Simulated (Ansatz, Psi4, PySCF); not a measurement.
platinum atom (Pt), triplet (core potentials on Pt). Base run: B97M-V/def2-SVP (PySCF).

Here is a job for PySCF.
```python
from pyscf import gto, scf, dft

mol = gto.Mole()
mol.atom = '''
    Pt    0.000000    0.000000    0.000000
'''
mol.basis = 'def2-svp'
mol.ecp = {'Pt': 'def2-svp'}
mol.charge = 0
mol.spin = 2
mol.verbose = 4
mol.build()

mf = dft.UKS(mol)
mf.xc = 'b97m_v'
mf.kernel()
```

The same geometry, method and basis name were run in Ansatz (an electronic-structure program) and Psi4 and PySCF, at each program's defaults and at the settings that a row names. The base is PySCF at its defaults. Differences at the defaults can come from grids, fitting, cores and function types together. The rows with settings made alike still differ; the cause (another SCF solution, basis table, core potential or functional code) wasn't traced.

```tsv
code and settings	ΔE vs base (µEh)	basis functions	E (Eh)	SCF cycles
PySCF, defaults (exact integrals, its default grid, spherical functions)	0.0	32	-119.23847	17
Psi4, defaults (density fitting with its default set, its default grid, spherical functions)	-202	32	-119.23867	12
Ansatz, defaults (factorised integrals, its default grid, spherical functions)	37.4	32	-119.23843	-
PySCF, density fitting with def2-universal-jkfit	-7.8	32	-119.23848	12
PySCF, fine grid	475	32	-119.23799	17
Psi4, exact integrals, spherical functions, fine grid	566	32	-119.23790	15
Ansatz, high accuracy	37.9	32	-119.23843	-
```

Open shells are given as the SCF converged; they aren't shown to be the lowest states, and a large step between rows can be another state.
